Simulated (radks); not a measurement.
All-electron atom: Hf I in [Xe] 4f14 5d2 6s2. Method: scalar-relativistic Kohn-Sham, r2SCAN, spin-unpolarised, spherical densities, finite nucleus; meta-GGA in the generalised Kohn-Sham scheme; Fermi nuclear charge, rms radius 5.347 fm; hard spherical wall at 8 bohr; computed with a radial shooting solver on a logarithmic mesh with Libxc functionals.

Local quantities along the radius. ELF = 1/(1 + alpha^2) is the electron localisation function; alpha = (tau - tau_W)/tau_unif compares the Pauli kinetic energy density with that of the uniform gas; r v_xc is r times the local exchange-correlation potential (hartree bohr, multiplicative part alone); s = |grad rho|/(2 (3 pi^2)^(1/3) rho^(4/3)) is the reduced gradient; -r V(r) is the screened charge that the Kohn-Sham potential presents (atomic units). tau is taken from the large components.

r (bohr)    ELF    alpha    r v_xc       s  -r V(r)
0.001265  0.999  0.02453   -0.1556  0.7800    71.50
0.001473  0.999  0.02550   -0.1700  0.7309    71.41
0.001701  0.999  0.02670   -0.1855  0.6918    71.31
0.00198   0.999  0.02832   -0.2040  0.6574    71.19
0.002287  0.999  0.03029   -0.2238  0.6309    71.06
0.002662  0.999  0.03296   -0.2470  0.6089    70.89
0.003075  0.999  0.03621   -0.2714  0.5933    70.71
0.003579  0.998  0.04068   -0.2996  0.5822    70.49
0.004134  0.998  0.04626   -0.3286  0.5765    70.25
0.004812  0.997  0.05412   -0.3617  0.5757    69.96
0.005602  0.996  0.06492   -0.3970  0.5802    69.63
0.00647   0.994  0.07914   -0.4324  0.5894    69.27
0.007532  0.990   0.1005   -0.4716  0.6045    68.83
0.008699  0.983   0.1301   -0.5104  0.6239    68.36
0.01013   0.970   0.1771   -0.5535  0.6492    67.80
0.0117    0.943   0.2451   -0.5957  0.6764    67.20
0.01362   0.887   0.3567   -0.6361  0.7047    66.49
0.01572   0.788   0.5188   -0.6519  0.7237    65.70
0.01831   0.629   0.7673   -0.6171  0.7218    64.73
0.02114   0.470    1.062   -0.5725  0.6819    63.69
0.02461   0.357    1.341   -0.5981  0.5878    62.54
0.02842   0.331    1.423   -0.6905  0.4648    61.39
0.03309   0.387    1.259   -0.7087  0.3472    59.95
0.03852   0.512   0.9758   -0.8395  0.2859    58.47
0.04449   0.640   0.7492   -0.9532  0.2859    56.90
0.05179   0.726   0.6145    -1.033  0.3288    55.05
0.05981   0.741   0.5912    -1.076  0.3905    53.13
0.06963   0.678   0.6896    -1.094  0.4563    50.93
0.08041   0.538   0.9259    -1.052  0.4882    48.66
0.09362   0.385    1.265    -1.022  0.4422    46.12
0.1081    0.344    1.380   -0.9766  0.3226    43.54
0.1259    0.445    1.116    -1.201  0.2213    40.93
0.1454    0.608   0.8029    -1.395  0.2229    38.31
0.1692    0.717   0.6285    -1.499  0.3045    35.39
0.197     0.708   0.6415    -1.467  0.4247    32.34
0.2275    0.557   0.8914    -1.350  0.5279    29.38
0.2649    0.316    1.472    -1.181  0.5069    26.21
0.3059    0.263    1.676    -1.022  0.2986    23.17
0.3561    0.442    1.124    -1.463  0.1546    20.52
0.4112    0.643   0.7447    -1.670  0.1961    17.86
0.4788    0.714   0.6334    -1.756  0.3107    15.12
0.5529    0.673   0.6978    -1.667  0.4309    12.68
0.6437    0.542   0.9201    -1.528  0.5404    10.44
0.7434    0.399    1.226    -1.360  0.5855    8.595
0.8654    0.344    1.380    -1.309  0.5491    7.039
0.9994    0.408    1.204    -1.331  0.5122    5.845
1.164     0.521   0.9591    -1.332  0.5536    4.772
1.355     0.564   0.8785    -1.274  0.6751    3.856
1.564     0.497    1.005    -1.141  0.8317    3.091
1.821     0.335    1.410   -0.9339  0.9838    2.372
2.103     0.205    1.971   -0.8382   1.022    1.896
2.448     0.180    2.138   -0.8475  0.9186    1.583
2.828     0.268    1.651   -0.9152  0.8431    1.405
3.292     0.433    1.145   -0.9086  0.9240    1.198
3.802     0.535   0.9316   -0.8859   1.160    1.041
4.426     0.527   0.9466   -0.8245   1.608   0.8910
5.111     0.405    1.213   -0.6238   2.374   0.6468
5.95      0.191    2.057   -0.1237   4.156   0.1284
6.872     0.038    5.027  -0.04744   10.39  0.04779

On this mesh the ELF has minima near r = 0.028, 0.11, 0.31, 0.87, 2.4 bohr, which separate the shells, and maxima near 0.060 (0.74), 0.17 (0.72), 0.48 (0.71), 1.4 (0.56), 3.8 (0.54).

Self-consistent cycle (total energy in hartree, residual of the potential): 1: -15070.29589, 6e+00; 2: -15076.12139, 3e+00; 3: -15077.36794, 1e+00; 4: -15077.64138, 6e-01; 5: -15077.72586, 2e-01; 6: -15077.73645, 1e-01; 7: -15077.73867, 1e-02; 8: -15077.73869, 1e-02; 9: -15077.73872, 1e-03; 10: -15077.73872, 2e-05; 11: -15077.73872, 2e-05; 12: -15077.73872, 1e-06.
